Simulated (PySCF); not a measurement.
Computed shifts of a molecule C3H9N, KT2/pcSseg-1 (PySCF), GIAO, gas phase, equivalent atoms averaged, in ppm (number of nuclei): ¹³C: 53.7 (1), 42.1 (1), 20.2 (1). ¹⁵N: 59.7 (1). ¹H: 2.98 (1), 2.86 (3), 2.64 (1), 1.45 (3), -0.43 (1). References: ¹³C against TMS (σ = 185.1 ppm); ¹⁵N against NH3 (σ = 266.2 ppm); ¹H against TMS (σ = 31.47 ppm), references at their B3LYP-D3(BJ)/def2-TZVP geometries, non-relativistic. The structure is a stationary point at B3LYP-D3(BJ)/def2-SVP. One conformer was computed; it need not be the lowest.

Task: Pick the molecule that these values belong to.
A. CN(C)C
B. CC(C)N
C. CCNC
D. CCCN

Result: C, CCNC
